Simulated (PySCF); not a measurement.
A survey of 17O NMR shifts

- GFN2-xTB geometry
- σ from GIAO-PBE0/pcSseg-1
- program: PySCF 2.14
- in vacuum, non-relativistic Hamiltonian, one conformer, averaged over atoms made equivalent by symmetry, fast rotation or ring inversion

Shieldings were converted by a linear fit to measured shifts: 17O: δ = 266.70 − 0.911σ (rms 10.7 ppm, 155 shifts, 12.2 ppm with the 3 outliers that the fit left out vs liquid water, solution or neat liquid). A few per cent of atoms miss by over 2 rms, more outside the fitted compound classes.

**Question.** Give the 17O shifts of `OC[C@@H](F)C(F)(F)F`, `CC(=O)OC(=O)COC=O`, `CC=C=CC(=O)C(F)(F)F`, `O=C1C=CC[C@@H]1C(F)(F)F`, `O=C1C=CC[C@@H]1C(F)(F)F`.

**Answer.** 
```
                                                       compound                 environment  δ (ppm)
                                            OC[C@@H](F)C(F)(F)F              alcohol oxygen    -23.0
[CH3:1][C:2](=[O:3])[O:4][C:5](=[O:6])[CH2:7][O:8][CH:9]=[O:10]   O3: ester carbonyl oxygen    421.8
[CH3:1][C:2](=[O:3])[O:4][C:5](=[O:6])[CH2:7][O:8][CH:9]=[O:10]   O6: ester carbonyl oxygen    397.0
[CH3:1][C:2](=[O:3])[O:4][C:5](=[O:6])[CH2:7][O:8][CH:9]=[O:10]  O10: ester carbonyl oxygen    369.1
[CH3:1][C:2](=[O:3])[O:4][C:5](=[O:6])[CH2:7][O:8][CH:9]=[O:10]     O4: ester alkoxy oxygen    236.9
[CH3:1][C:2](=[O:3])[O:4][C:5](=[O:6])[CH2:7][O:8][CH:9]=[O:10]     O8: ester alkoxy oxygen    144.5
                                            CC=C=CC(=O)C(F)(F)F               ketone oxygen    557.7
                                        O=C1C=CC[C@@H]1C(F)(F)F               ketone oxygen    546.7
                                        O=C1C=CC[C@@H]1C(F)(F)F               ketone oxygen    546.7
```

**Question.** Order these by 17O shift, lowest first.
A. OC[C@@H](F)C(F)(F)F
B. C=CC1(OC(F)(F)F)C=C1
C. C=C=C=CCOC(F)(F)F
D. O=C1C=C(C(F)(F)F)CC1

**Answer.** A (-23.0 ppm, alcohol oxygen), C (58.4 ppm, ether oxygen), B (97.4 ppm, ether oxygen), D (554.8 ppm, ketone oxygen).
